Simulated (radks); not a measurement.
The mean radii <r> (bohr) of the occupied orbitals of an atom or ion are listed with their occupations. All-electron calculation, Dirac Kohn-Sham, relativistic LDA (MacDonald-Vosko exchange, VWN5 correlation), spin-unpolarised, spherical densities, finite nucleus; Fermi nuclear charge, rms radius of each element as measured or else 0.836 A^(1/3) + 0.57 fm. Program: a radial shooting solver on a logarithmic mesh with Libxc functionals.

orbital  occ.      <r>
1s1/2       2  0.01975
2s1/2       2  0.08306
2p1/2       2  0.06894
2p3/2       4  0.07640
3s1/2       2   0.2170
3p1/2       2   0.2066
3p3/2       4   0.2206
3d3/2       4   0.1937
3d5/2       6   0.1981
4s1/2       2   0.4884
4p1/2       2   0.4955
4p3/2       4   0.5274
4d3/2       4   0.5499
4d5/2       6   0.5610
5s1/2       2    1.113
5p1/2       2    1.194
4f5/2       6   0.6608
4f7/2       6   0.6686

Name the element and its charge. Open shells, if any, fill j = l - 1/2 first.

Answer. Z = 70, ytterbium, charge +8: Yb8+ in [Kr] 4d10 4f12 5s2 5p2. The 1s radius gives Z: for a bare nucleus <r> = (2 gamma + 1)/(2Z) with gamma = sqrt(1 - (Z/c)^2), 0.01942 bohr for Z = 70, and screening makes it slightly larger (0.01975 here). The occupations add up to 62, and the charge is Z minus that.
